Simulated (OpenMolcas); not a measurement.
Pt2+ (d8) among equal point charges was computed by CASSCF with the d shell active (OpenMolcas, ANO-RCC-VTZP on the metal). Its lowest spin-free states, and all those of the highest spin:

| 2S+1 | Degeneracy | E (cm-1) |
| --- | --- | --- |
| 3 | 1 | 0.0 |
| 1 | 1 | 11275 |
| 3 | 2 | 11276 |
| 3 | 1 | 13942 |
| 1 | 1 | 14396 |
| 3 | 1 | 15415 |
| 3 | 2 | 21856 |
| 1 | 1 | 23909 |
| 1 | 2 | 23948 |
| 1 | 1 | 26905 |
| 1 | 1 | 26932 |
| 3 | 2 | 31473 |
| 3 | 1 | 31955 |

Is the site octahedral, tetrahedral or cube-like, axial, or of lower symmetry?

The states with 2S+1 = 3 have orbital degeneracies 1, 2, 1, 1, 2, 2, 1. There are pairs but no triples, so the site is axial: not cubic, but with a proper or improper axis of order three or more. The run had Pt2+ among 6 point charges of -1.7 e arranged as a tetragonal octahedron (D4h), 1.89 Å from the ion, with the axial distance 2.079 Å. The active orbitals were held to one l.

Without dynamic correlation the repulsion within the d shell is too large (B by tens of per cent), so at a given field states of lower spin stand too high. Real 4d8 and 5d8 ions are as a rule square planar and diamagnetic. Point charges give a weaker field than real ligands, and real ions of this kind are as a rule low spin; the high spin found here belongs to the model. Point charges carry no covalency, so the field is a model and not that of real ligands. No measured value stands beside these numbers.
